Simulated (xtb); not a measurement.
O₄Ru, charge +1, doublet, from a rough starting geometry (GFN-xTB shapes and energies of metal compounds can be far from the true ones) (the multiplicity is a formal guess); GFN2-xTB in xtb.

Here is a job for xtb.
```
$ xtb mol.xyz --gfn 2 --chrg 1 --uhf 1 --opt vtight --json

# file mol.xyz
5

Ru    -0.01223793     0.01936391    -0.00996463
O      1.13587765     0.63311566    -0.88690787
O      0.73155645    -0.80711539     1.16280820
O     -0.84801405    -0.95027704    -0.80661477
O     -0.90028072     1.17312566     0.69214184
```

Q: Predict the main parts of the log of this xtb run.

A: 
```
   ID    Z sym.   atoms
    1   44 Ru     1
    2    8 O      2-5

           -------------------------------------------------
          |                Calculation Setup                |
           -------------------------------------------------

           -------------------------------------------------
          |                 G F N 2 - x T B                 |
           -------------------------------------------------

          ...................................................
          :                      SETUP                      :
          :.................................................:
          :  # basis functions                  26          :
          :  # atomic orbitals                  25          :
          :  # shells                           11          :
          :  # electrons                        31          :
          :  max. iterations                   250          :
          :  Hamiltonian                  GFN2-xTB          :
          :  restarted?                      false          :
          :  GBSA solvation                  false          :
          :  PC potential                    false          :
          :  electronic temp.          300.0000000     K    :
          :  accuracy                    1.0000000          :
          :  -> integral cutoff          0.2500000E+02      :
          :  -> integral neglect         0.1000000E-07      :
          :  -> SCF convergence          0.1000000E-05 Eh   :
          :  -> wf. convergence          0.1000000E-03 e    :
          :  Broyden damping             0.4000000          :
          :  net charge                          1          :
          :  unpaired electrons                  1          :
          ...................................................

 iter      E             dE          RMSdq      gap      omega  full diag
   1    -18.0795229 -0.180795E+02  0.109E+01    3.24       0.0  T
   2    -17.6663689  0.413154E+00  0.153E+01    5.60       1.0  T
   3    -18.5953481 -0.928979E+00  0.384E+00    4.07       1.0  T
   4    -18.4752003  0.120148E+00  0.636E+00    3.73       1.0  T
   5    -18.5976779 -0.122478E+00  0.199E+00    3.99       1.0  T
   6    -18.6007648 -0.308690E-02  0.189E+00    4.00       1.0  T
   7    -18.6112041 -0.104393E-01  0.129E+00    4.00       1.0  T
   8    -18.6163818 -0.517768E-02  0.438E-01    4.05       1.0  T
   9    -18.6165437 -0.161893E-03  0.389E-01    4.04       1.0  T
  10    -18.6166495 -0.105792E-03  0.333E-01    4.05       1.0  T
  11    -18.6166746 -0.251323E-04  0.187E-01    4.05       1.0  T
  12    -18.6167664 -0.917942E-04  0.959E-02    4.05       1.0  T
  13    -18.6168018 -0.354419E-04  0.365E-02    4.05       1.2  T
  14    -18.6168041 -0.222631E-05  0.212E-02    4.05       2.1  T
  15    -18.6168055 -0.146352E-05  0.102E-02    4.05       4.4  T
  16    -18.6168059 -0.403739E-06  0.259E-03    4.05      17.3  T
  17    -18.6168059 -0.254050E-07  0.622E-04    4.05      72.0  T
  18    -18.6168059 -0.105463E-08  0.312E-04    4.05     143.5  T

   *** convergence criteria satisfied after 18 iterations ***

         :::::::::::::::::::::::::::::::::::::::::::::::::::::
         ::                     SUMMARY                     ::
         :::::::::::::::::::::::::::::::::::::::::::::::::::::
         :: total energy             -18.510935975200 Eh    ::
         :: gradient norm              0.119992719431 Eh/a0 ::
         :: HOMO-LUMO gap              4.050766048255 eV    ::
         ::.................................................::
         :: SCC energy               -18.616805690105 Eh    ::
         :: -> isotropic ES            0.245360388805 Eh    ::
         :: -> anisotropic ES          0.000244756588 Eh    ::
         :: -> anisotropic XC         -0.001508119039 Eh    ::
         :: -> dispersion             -0.002738529170 Eh    ::
         :: repulsion energy           0.105869714905 Eh    ::
[...]
 * total energy  :   -18.5109360 Eh     change       -0.3914913E-09 Eh
 * total energy  :   -18.5168910 Eh     change       -0.5955000E-02 Eh
 * total energy  :   -18.5190415 Eh     change       -0.2150518E-02 Eh
 * total energy  :   -18.5193243 Eh     change       -0.2827835E-03 Eh
 * total energy  :   -18.5194005 Eh     change       -0.7622880E-04 Eh
 * total energy  :   -18.5194407 Eh     change       -0.4016488E-04 Eh
 * total energy  :   -18.5194518 Eh     change       -0.1112824E-04 Eh
 * total energy  :   -18.5194536 Eh     change       -0.1809398E-05 Eh
 * total energy  :   -18.5194541 Eh     change       -0.5069123E-06 Eh
 * total energy  :   -18.5194544 Eh     change       -0.2975143E-06 Eh
 * total energy  :   -18.5194545 Eh     change       -0.4532629E-07 Eh
   *** GEOMETRY OPTIMIZATION CONVERGED AFTER 11 ITERATIONS ***
         :: total energy             -18.519454459223 Eh    ::
[...]
         7        2.0000           -0.9162453             -24.9323
         8        2.0000           -0.9162352             -24.9320
         9        2.0000           -0.9162278             -24.9318
        10        2.0000           -0.8793675             -23.9288
        11        2.0000           -0.8504234             -23.1412
        12        2.0000           -0.8504184             -23.1411
        13        2.0000           -0.8504101             -23.1408
        14        1.6671           -0.8254652             -22.4621
        15        1.6668           -0.8254637             -22.4620
        16        1.6661           -0.8254609             -22.4619 (HOMO)
        17                         -0.6839107             -18.6102 (LUMO)
        18                         -0.6838893             -18.6096
        19                         -0.6018815             -16.3780
        20                         -0.6018664             -16.3776
        21                         -0.6018201             -16.3764
        22                         -0.1482780              -4.0348
        23                          0.1296578               3.5282
        24                          0.1297327               3.5302
        25                          0.1298368               3.5330
      -------------------------------------------------------------
                  HL-Gap            0.1415501 Eh            3.8518 eV
             Fermi-level           -0.7897453 Eh          -21.4901 eV

     #   Z          covCN         q      C6AA      α(0)
     1  44 Ru       3.237     0.775   276.442    35.219
     2   8 O        0.809     0.056    14.396     5.086
     3   8 O        0.809     0.056    14.395     5.086
     4   8 O        0.809     0.056    14.395     5.086
     5   8 O        0.809     0.056    14.395     5.086

 Mol. C6AA /au·bohr⁶  :        977.841262
 Mol. C8AA /au·bohr⁸  :      54021.635387
 Mol. α(0) /au        :         55.562925

Wiberg/Mayer (AO) data.
largest (>0.10) Wiberg bond orders for each atom

 ---------------------------------------------------------------------------
     #   Z sym  total        # sym  WBO       # sym  WBO       # sym  WBO
 ---------------------------------------------------------------------------
     1  44 Ru   7.848 --     2 O    1.962     5 O    1.962     4 O    1.962
                             3 O    1.962
     2   8 O    2.520 --     1 Ru   1.962     4 O    0.186     5 O    0.186
                             3 O    0.186
     3   8 O    2.519 --     1 Ru   1.962     5 O    0.186     4 O    0.186
                             2 O    0.186
     4   8 O    2.519 --     1 Ru   1.962     2 O    0.186     5 O    0.186
                             3 O    0.186
     5   8 O    2.520 --     1 Ru   1.962     3 O    0.186     4 O    0.186
                             2 O    0.186
 ---------------------------------------------------------------------------

Topologies differ in total number of bonds
Writing topology from bond orders to xtbtopo.mol

molecular dipole:
                 x           y           z       tot (Debye)
 q only:        0.040       0.026       0.057
   full:        0.041       0.026       0.057       0.190
molecular quadrupole (traceless):
                xx          xy          yy          xz          yz          zz
 q only:       -0.000       0.001      -0.002       0.004       0.002       0.002
  q+dip:       -0.000       0.001      -0.002       0.004       0.002       0.002
   full:       -0.001       0.001      -0.002       0.004       0.003       0.002

optimized geometry written to: xtbopt.xyz

           -------------------------------------------------
          | TOTAL ENERGY              -18.519454459223 Eh   |
          | GRADIENT NORM               0.000072931702 Eh/α |
          | HOMO-LUMO GAP               3.851775284195 eV   |
           -------------------------------------------------

normal termination of xtb
```
